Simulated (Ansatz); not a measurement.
Species: sum formula H2SiO2Br2, net charge 0, singlet state. SMILES: O[Si](O)(Br)Br
Coordinates optimised at B3LYP-D3(BJ)/def2-TZVP (Ansatz, a program for electronic structure):
```xyz
7

Si    -0.6822     0.1277     0.1775
Br     0.0846    -0.4169    -1.8439
Br     1.0131     0.2050     1.5881
O     -1.4589     1.5539     0.0754
O     -1.7048    -0.9927     0.7472
H     -1.0319     2.2822    -0.3843
H     -2.5276    -1.1416     0.2711
```
Charge 0, spin multiplicity 1.

Computed values are from Ansatz. Valence correlation only, unless marked. UHF or UKS for open shells. Spin-orbit coupling is left out. Frozen are the shells of the preceding noble gas and the d and f shells that filled before the atom's block. Non-relativistic. Basis-set limits of correlation are two-point, X^-3; Hartree-Fock from the larger set. [CCSD(T)-MP2]/basis is that difference in the basis named.

The atomisation energy De is 2571.2 kJ/mol at RI-MP2/CBS(def2-TZVPPD,def2-QZVPPD)+[CCSD(T)-MP2]/def2-TZVPPD and the total energy is -5586.1998 Eh at RI-MP2/CBS(def2-TZVPPD,def2-QZVPPD)+[CCSD(T)-MP2]/def2-TZVPPD. The dipole moment comes out as 1.83 D at CCSD(T)/def2-SVPD and the T1 diagnostic is 0.011 at CCSD/def2-TZVPPD.
